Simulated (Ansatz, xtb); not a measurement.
C4H8BP: which of two isomers lies lower

We compare X, `C=C/C=C/BP`, a singlet, with Y, `CC#CB(C)P`, a singlet. Both are isolated molecules in the gas phase, relaxed with B3LYP/def2-SVP; the shapes shown needn't be the lowest conformers.

X (Å):

```xyz
14

C     0.1777   -2.1564   -1.9021
C    -0.6299   -1.4852   -1.0606
C    -0.3267   -1.2619    0.3424
C    -1.1157   -0.5804    1.2182
B    -0.6980   -0.3382    2.6770
P    -1.7950    0.5595    3.9386
H     1.1293   -2.5768   -1.5612
H    -0.0844   -2.3064   -2.9524
H    -1.5762   -1.0742   -1.4324
H     0.6217   -1.6800    0.7041
H    -2.0569   -0.1752    0.8202
H     0.3162   -0.8450    3.0990
H    -0.8389    1.3047    4.6816
H    -2.3461    1.6284    3.1762
```

Y (Å):

```xyz
14

C     0.5028   -2.0893   -1.7279
C    -0.0046   -1.4651   -0.5147
C    -0.4261   -0.9379    0.5056
C    -1.4052   -1.1230    3.0116
B    -0.9585   -0.2717    1.7604
P    -0.9256    1.6441    1.8543
H     0.2673   -3.1657   -1.7646
H     1.5997   -1.9848   -1.7827
H     0.0825   -1.6138   -2.6299
H    -1.6025   -0.5391    3.9233
H    -0.6747   -1.9171    3.2432
H    -2.3414   -1.6495    2.7431
H    -1.3510    2.0040    0.5455
H    -2.1536    1.8870    2.5340
```

Quicker runs give these differences E(Y) − E(X): GFN2-xTB −5.8 kcal/mol; HF/STO-3G −29.9 kcal/mol (at GFN2-xTB geometries); r2SCAN-D4/def2-SVP −12.9 kcal/mol (at GFN2-xTB geometries).

**Question.** Estimate E(Y) − E(X) at the level CCSD(T)/def2-SVP + ΔMP2/def2-TZVPP.

**Answer.** Calculated at CCSD(T)/def2-SVP + ΔMP2/def2-TZVPP: E(Y) − E(X) = −3.8 kcal/mol, so structure Y lies lower.

How the difference moves with the method:

```
                             level        geometry  E(Y) − E(X) (kcal/mol)  departure from the last row (kcal/mol)  job, with rough time for the two
                          GFN2-xTB        GFN2-xTB                      −5.8                                    −2.0              optimisation, 0.54 s
                         HF/STO-3G        GFN2-xTB                     −29.9                                   −26.1              single point, 0.84 s
                r2SCAN-D4/def2-SVP        GFN2-xTB                     −12.9                                    −9.1               single point, 6.4 s
                    B3LYP/def2-SVP  B3LYP/def2-SVP                      −2.6                                    +1.2             optimisation, 3.5 min
                       HF/def2-SVP  B3LYP/def2-SVP                      −3.7                                    +0.1           part of the CCSD(T) run
                      MP2/def2-SVP  B3LYP/def2-SVP                      −7.4                                    −3.6           part of the CCSD(T) run
                  CCSD(T)/def2-SVP  B3LYP/def2-SVP                      −3.4                                    +0.4                      single point
CCSD(T)/def2-SVP + ΔMP2/def2-TZVPP  B3LYP/def2-SVP                      −3.8                                                     single point, 1.7 min
```

As drawn, Y has 1 C≡C, 1 C–B, 1 C–H in place of 2 C=C, 1 B–H.

The levels shown agree on the order. The largest departure from CCSD(T)/def2-SVP + ΔMP2/def2-TZVPP is that of HF/STO-3G, 26.1 kcal/mol. The last row adds to CCSD(T) the change of the MP2 difference between the two basis sets, here −0.4 kcal/mol.

With thermal terms from frequencies at re-optimised GFN2-xTB minima (ideal gas, soft modes damped towards free rotors, one conformer each, 298.15 K, 1 atm): the zero-point term adds +0.2 kcal/mol; ΔH is −2.7 and ΔG −5.3 kcal/mol.

The correlated steps freeze 10 core orbitals. Programs: Ansatz 0.2.0, xtb 6.7.1; the last row on 2 threads of Intel(R) Xeon(R) Processor @ 2.70GHz on a shared host.
